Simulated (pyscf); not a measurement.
## HO–GeH₂–GeH₃, singlet

Gas-phase minimum from PySCF at ωB97X-D3(BJ)/def2-SVP, one conformer. 

SMILES: [GeH2]([OH])[GeH3]
```xyz
9

O     -0.1748    -0.9798    -0.9921
Ge     0.9094    -0.0343     0.0752
Ge    -0.1547     2.1053     0.2681
H      0.1483    -1.8721    -1.1611
H      1.0448    -0.7470     1.4379
H      2.3108     0.0613    -0.5650
H     -1.5502     1.9467     0.8870
H     -0.2832     2.7590    -1.1146
H      0.6869     3.0212     1.1726
```

Bonds (Å): O1–Ge2 1.791, O1–H4 0.964, Ge2–Ge3 2.397, Ge2–H5 1.544, Ge2–H6 1.544, Ge3–H7 1.535, Ge3–H8 1.535, Ge3–H9 1.538. Bond angles (°): Ge2–O1–H4 113.0, O1–Ge2–Ge3 104.5, O1–Ge2–H5 109.6, O1–Ge2–H6 109.6, Ge3–Ge2–H5 112.3, Ge3–Ge2–H6 112.4, H5–Ge2–H6 108.4, Ge2–Ge3–H7 110.1, Ge2–Ge3–H8 110.2, Ge2–Ge3–H9 109.6, H7–Ge3–H8 109.3, H7–Ge3–H9 108.8, H8–Ge3–H9 108.8.

Properties at ωB97X-D3(BJ)/def2-SVP:

```json
{
  "harmonic_wavenumbers_unscaled": "83, 126, 193, 290, 362, 478, 554, 690, 704, 764, 828, 900, 905, 910, 927, 2147, 2153, 2181, 2193, 2196, 3906 cm⁻¹",
  "zero_point_energy": "33.6 kcal/mol",
  "rotational_symmetry_number": "1",
  "Entropy of this conformer at 298 K and 1 atm, rigid rotor and harmonic oscillator, modes under 100 cm⁻¹ raised to 100": "343.7 J/(mol K)",
  "dipole_moment": "1.33 D"
}
```

Single-point totals, which compare only within one level:

```csv
level,total energy (hartree)
ωB97X-D3(BJ)/def2-TZVP,-4232.82532
PBE/def2-TZVP,-4232.16352
r²SCAN/def2-TZVP,-4232.83054
B3LYP-D3(BJ)/def2-TZVP,-4232.99878
PBE0-D3(BJ)/def2-TZVP,-4232.28372
M06-2X/def2-TZVP,-4232.85122
ωB97M-D3(BJ)/def2-TZVP,-4232.94073
```

Soft torsions are taken as harmonic, which can shift the entropy by several J/(mol K). Elements up to Kr have no core potential and no relativistic terms here.
